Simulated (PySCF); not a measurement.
**Ionisation energy of Ru by level of theory**

Ru [Kr] 4d7 5s1 [4d3/2^4 4d5/2^3 5s1/2^1, M_J = 5] → Ru⁺ [Kr] 4d7 [4d3/2^4 4d5/2^3, M_J = 9/2], as a difference of total energies. Computed with PySCF 2.14 in x2c-SVPall-2c with one added diffuse shell each of s, p, d type (7s9p7d1f, 76 functions), with the two-component X2C-1e Hamiltonian. Correlated levels: [Ar] 3d10 frozen; the 6 highest virtual spinors dropped. "Screened" scales the spin-orbit matrix elements by Boettger's factors to mimic the two-electron term; Breit and QED terms are absent.

```json
{"method": "GHF (spin-free)", "ionisation energy (eV)": "6.307", "error (eV)": "-1.054"}
{"method": "GMP2 (spin-free)", "ionisation energy (eV)": "7.062", "error (eV)": "-0.299"}
{"method": "GHF (screened spin-orbit)", "ionisation energy (eV)": "6.301", "error (eV)": "-1.060"}
{"method": "GMP2 (screened spin-orbit)", "ionisation energy (eV)": "7.056", "error (eV)": "-0.305"}
```

Reference: 7.361 eV (measured; NIST Atomic Spectra Database, ionization energies).

The spin-free rows relax to the high-spin LS determinant and lack the spin-orbit shift.

Errors of the correlated levels include the incompleteness of this basis and the frozen core.

The labels give the starting determinants; with spin-orbit coupling the two ends relaxed to ⟨J²⟩ = 30.01, ⟨L²⟩ = 12.09, ⟨S²⟩ = 5.98 and ⟨J²⟩ = 24.77, ⟨L²⟩ = 12.12, ⟨S²⟩ = 3.73.
